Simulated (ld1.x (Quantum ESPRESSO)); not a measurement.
**titanium (Ti) PAW: all-electron and pseudo phase curves**

titanium (Ti), PAW, made with ld1.x (Quantum ESPRESSO) 7.5 (PBE, scalar-relativistic). Core [Ar], reference 3d2 4s1.5 4p0 (charge +0.5). Waves: 4s (bound): rcut 2.00, rcutus 2.60 bohr; 4s channel at 0.2 Ry: rcut 2.00, rcutus 2.60 bohr; 4p (bound, empty): rcut 3.45, rcutus 4.10 bohr; 4p channel at 0.95 Ry: rcut 3.45, rcutus 4.10 bohr; 3d (bound): rcut 2.00, rcutus 2.45 bohr; 3d channel at 1.65 Ry: rcut 2.00, rcutus 2.45 bohr. Local part: all-electron potential smoothed inside 2.50 bohr (lloc = -2). Core correction: Bessel-smoothed model core, default radius (core density twice the valence density). Augmentation charge: BESSEL, radius 1.50 bohr.

The phase is arctan(r·u′/u) with u = r·R(r), unwrapped; energies in Ry, scanned from -3 to 5 Ry. A pole is an energy at which the radial function vanishes at the test radius. The pseudo phase is shifted by a multiple of π to meet the all-electron one at the reference energy, and phase errors are pseudo minus all-electron; the curves can meet again beyond the range given. Levels narrower than the energy grid can be missing from the lists of poles.

**Question.** For each channel, where are the poles, and over which energies does the pseudopotential scatter like the atom?

**Answer.**

| channel | radius (bohr) | reference energy (Ry) | poles, all-electron | poles, pseudo | unbroken range about the reference energy with phases within 0.05 rad | phase error 1 Ry above the reference energy (rad) |
| --- | --- | --- | --- | --- | --- | --- |
| s | 4.44 | -0.54 | -0.27, 2.20 | -0.27, 2.12, 3.13 | below 2.6 | -0.000 |
| p | 4.44 | -0.29 | 0.18, 2.73 | 0.18, 2.41, 4.56 | below 2.5 | -0.001 |
| d | 4.44 | -0.56 | -0.54, 1.02, 3.61 | -0.54, 1.03, 3.74 | below 2.2 | +0.010 |

Phases in the p channel:

| E (Ry) | all-electron | pseudo |
| --- | --- | --- |
| -3.00 | 1.431 | 1.430 |
| -2.52 | 1.415 | 1.415 |
| -2.04 | 1.393 | 1.393 |
| -1.56 | 1.358 | 1.357 |
| -1.08 | 1.285 | 1.284 |
| -0.60 | 1.002 | 1.000 |
| -0.12 | -1.292 | -1.292 |
| 0.36 | -1.648 | -1.649 |
| 0.84 | -1.864 | -1.865 |
| 1.32 | -3.315 | -3.355 |
| 1.80 | -4.493 | -4.520 |
| 2.28 | -4.646 | -4.683 |
| 2.76 | -4.717 | -4.807 |
| 3.24 | -4.775 | -6.000 |
| 3.72 | -4.855 | -7.717 |
| 4.20 | -5.102 | -7.816 |
| 4.68 | -7.241 | -7.865 |
